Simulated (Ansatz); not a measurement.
Harmonic frequencies (cm⁻¹) at PBE0-D4/def2-TZVP from Ansatz: 49, 52, 103, 148, 195, 226, 310, 323, 366, 370, 428, 517, 527, 571, 602, 625, 690, 795, 893, 1014, 1095, 1129, 1156, 1189, 1230, 1240, 1246, 1268, 1344, 1387, 1411, 1443, 1453, 3096, 3100, 3158.

Each molecule was computed in one conformer, which needn't be the lowest.

(1) Which molecule is it?
A. `FC(F)CC(F)(F)C(F)(F)F`
B. `CCCC`
C. `FC(F)C(F)C(F)(F)C(F)F`
D. `FC(F)C(F)(C(F)F)C(F)F`

Results:

(1) A.
